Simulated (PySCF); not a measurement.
Compound: C₇H₁₃NP₂.
Cartesian coordinates in Å at the GFN2-xTB level; atoms count from 1:
```xyz
23
C7H13NP2 angstrom
C     -1.9512    2.0296   -0.1600
C     -1.4370    1.3143    0.8255
C     -1.2694   -0.1653    0.7803
P      0.5174   -0.6804    0.8980
C      0.2302   -2.5492    0.9062
C     -0.6366   -2.9768   -0.1453
N     -1.3339   -3.2834   -1.0001
C      1.0426   -0.5159   -0.8737
C      1.2887    0.9652   -1.1460
P      1.6373    1.7705    0.4869
H     -2.0683    3.0970   -0.0868
H     -2.2840    1.5740   -1.0797
H     -1.1262    1.7918    1.7456
H     -1.7629   -0.6126    1.6513
H     -1.7054   -0.5871   -0.1309
H      1.2056   -3.0344    0.8039
H     -0.1977   -2.8222    1.8753
H      0.3066   -0.9527   -1.5544
H      1.9766   -1.0795   -0.9776
H      2.1064    1.1265   -1.8528
H      0.3898    1.4387   -1.5507
H      2.9103    1.2211    0.6473
H      2.1562    2.9577   -0.0521
```

Computed at PBE0/pcSseg-1 (PySCF, non-relativistic), with Q(14N) = 0.02044 b: N7, 14N (I = 1): χzz = -4.506 MHz, η = 0.067.

Problem. Where would the pure quadrupole (NQR) lines of 14N at N7 fall for the rigid, isolated species?

Solution. From ν± = (3/4)|χ|(1 ± η/3) and ν0 = |χ|η/2: ν+ 3.455 MHz, ν− 3.304 MHz, ν0 0.151 MHz (nitrile nitrogen).

In a crystal, neighbours and librations shift these lines. GFN2-xTB bond lengths can be off by several hundredths of an ångström, more for odd bonds, and the gradients follow them. The small basis limits the accuracy of the gradients.

These values come from a run that also computed NMR shieldings. Rough CPU time on one thread of a shared machine: about 2.4 min.

One conformer stands for the species.
